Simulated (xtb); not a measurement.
C3H9N, SMILES C(C)(N)C. All values are semi-empirical tight-binding results from xtb (GFN2-xTB unless named), good for trends rather than for accurate numbers. The structure is a stationary point at GFN2-xTB. Other conformers were not sampled.

The point group as xtb finds it comes out as Cs, the orbital gap comes out as 11.13 eV and the dipole moment is 1.23 D. The zero-point energy is 74.4 kcal/mol, the G − E(el) at 298.15 K (modified RRHO) is 57.1 kcal/mol and the static polarisability (D4 model) comes out as 49.2 bohr³. The solvation energy, GFN2-xTB/ALPB(water) is -2.1 kcal/mol. The solvation energy, GFN2-xTB/ALPB(hexane) is -2.9 kcal/mol.

Computed IR lines (harmonic; lines under 4 % of the strongest left out, lines within 3 cm⁻¹ merged):
ν (cm⁻¹): 260 (m), 463 (w), 912 (s), 1011 (w), 1169 (s), 1197 (w), 1336 (m), 1351 (w), 1401 (w), 1411 (w), 1565 (m), 2761 (vs), 3027 (s), 3040 (w), 3045 (s), 3052 (m), 3391 (w), 3420 (w) (against the strongest line: vs over 80 %, s over 45 %, m over 15 %, w over 4 %, vw less)
